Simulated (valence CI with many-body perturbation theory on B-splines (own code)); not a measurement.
The numbers below are computed, except where a source is named.
# Ru V: what the settings do

Level of theory: valence CI with perturbative core correlation (CI+MBPT): four valence electrons over a frozen Dirac-Fock core [Kr], radial functions for each j: 6 s, 6 p, 5 d, 5 f, 1 g, with the one-electron correlation potential Σ1 (screened to all orders), the two-electron term Σ2, the three-electron term Σ3, Breit, model QED; selected single and double excitations, second order for the rest, scaled by the run's own slope (own B-spline code, finite nucleus).

No measured levels were compared; by estimate terms of the open shell hold to 2 to 4 % of their energy, and close levels can change places; different configurations can be misplaced against each other by 1,000 to 8,000 cm⁻¹. Only levels of the ground parity were solved; by the run's estimate the other parity begins above the list, which can be wrong where configurations are misplaced.

The reference run has the lowest level 4d4 5D_0 and an ionisation energy of 60.0130 eV. Its largest variational space holds 9986 state functions.

Names give the largest LS component (configuration and term), which can be under half, so a name can repeat, a term be missing and a line seem to break the LS rules; names also repeat where a configuration has a term twice.

Changed runs:
A. box radius (bohr) 15.75 → 13.8
B. correlating orbitals by l 3 3 3 3 1 → 4 4 0 0 0
C. logarithmic knot step 0.27 → 0.4; highest l with Σ1, explicit Σ2 and valence Breit (higher l get mean screening factors) 3 → 2
D. highest l in the core sums 6 → 1 (bad on purpose)

Excitation energies of the reference run in cm⁻¹, and shifts in cm⁻¹:

| Level | Reference | A | B | C | D |
| --- | --- | --- | --- | --- | --- |
| 4d4 5D_1 | 498 | 0 | -24 | -3.2 | -7.0 |
| 4d4 5D_2 | 1332 | 0 | -41 | -4.4 | -38 |
| 4d4 5D_3 | 2374 | 0 | -39 | -1.6 | -94 |
| 4d4 5D_4 | 3553 | 0 | -15 | +5.4 | -175 |
| 4d4 3P_0 | 17231 | +0.4 | +2385 | +511 | -2861 |
| 4d4 3H_4 | 17283 | +0.1 | +1274 | +297 | +2341 |
| 4d4 3H_5 | 18448 | 0 | +1198 | +281 | +2920 |
| 4d4 3H_6 | 19402 | +0.1 | +1189 | +286 | +3004 |
| 4d4 3P_1 | 19703 | +0.4 | +2351 | +504 | -2909 |
| 4d4 3F_3 | 20201 | +0.1 | +1827 | +390 | +50 |
| 4d4 3F_2 | 20696 | +0.3 | +2034 | +454 | -707 |
| 4d4 3F_4 | 21016 | +0.2 | +1793 | +388 | +461 |
| Ionisation energy (eV) | 60.0130 | +6.7e-05 | +0.0234 | -0.0547 | -0.6154 |
